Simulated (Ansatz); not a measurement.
```yaml
crystal:
  periodic: [false, false, false]
  atoms:
    - {symbol: C, position_ang: [-2.667229, 0.561788, 1.255866]}
    - {symbol: B, position_ang: [0.024274, 0.914201, -0.934621]}
    - {symbol: N, position_ang: [2.525638, -1.528659, -0.183717]}
    - {symbol: Cl, position_ang: [-0.903735, 0.114470, -4.822814]}
    - {symbol: Cl, position_ang: [2.029430, 4.439623, -0.522941]}
    - {symbol: H, position_ang: [-4.345449, 2.203587, 0.749192]}
    - {symbol: H, position_ang: [-2.024869, 0.900148, 3.553577]}
    - {symbol: H, position_ang: [-3.719126, -1.598189, 1.069854]}
    - {symbol: H, position_ang: [4.237774, -1.278964, -1.603064]}
    - {symbol: H, position_ang: [3.285704, -1.258796, 1.903040]}
    - {symbol: H, position_ang: [1.701248, -3.595050, -0.419271]}
basis:
  gaussian: {orbitals: "6-31++G**"}
hamiltonian: {xc: {name: HF}, pseudopotentials: {relativity: scalar}}
```

```sh
$ ansatz run in.yaml --threads 4 --pin off --events-out ev --progress --plain --max-ram 10444MiB
```

Shortened log:

```
Functional definition: HF
1678 factors; their error is unknown
mean field evaluation 1: about -28296.0579 eV, gradient 4.4e1 eV
mean field evaluation 2: about -27976.9472 eV, gradient 2.0e2 eV
mean field evaluation 4: about -28297.4836 eV, gradient 3.9e1 eV
mean field evaluation 8: about -28305.0705 eV, gradient 6.4e0 eV
mean field evaluation 16: about -28305.6968 eV, gradient 2.3e0 eV
mean field evaluation 32: about -28306.6577 eV, gradient 4.4e-3 eV
mean field evaluation 128: about -28306.6247 eV, gradient 1.2e-1 eV
mean field evaluation 160: about -28306.6283 eV, gradient 1.0e-1 eV
mean field -28306.65772605 eV, -1040.2504844906 hartree, gradient 2.5e-6 eV, S^2 0.000000; 2 other end points of the search recorded, 0 dependent functions left out
reference -28306.65772605 eV, -1040.2504844906 hartree; 29, 29 occupied and 110, 110 virtual orbitals, 1678 factors
Total energy: -28306.65772605 eV, -1040.2504844906 hartree
Relativity: scalar
```

**Question.** What is wrong with this run?

**Answer.** The geometry is stretched to more than twice its size. Self-consistency was reached. The result belongs to that input, not to the molecule as meant.
